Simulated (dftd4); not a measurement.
F$_{4}$Zr, charge +1, doublet, geometry from GFN2-xTB (such geometries of metal compounds can be far from the true shape) (the multiplicity is a formal guess).

The dftd4 input:
```
$ dftd4 mol.xyz --func pbe --charge 1 --json dftd4.json --noedisp --property

# file mol.xyz
5

Zr     0.00000000    -0.00000000     0.00000000
F      1.19625354     0.87726079    -1.14149566
F      0.94458360    -1.17292463     1.11158940
F     -1.23870792    -0.96627039    -1.01761760
F     -0.90212922     1.26193423     1.04752386
```

Question: Estimate the partial charges in atom order that D4 for pbe (dftd4) returns for this input.

Answer: Zr1 1.85, F2 -0.21, F3 -0.21, F4 -0.21, F5 -0.21

Question: Estimate the dispersion energy that D4 for pbe returns for this input.

Answer: -1.75 kcal/mol
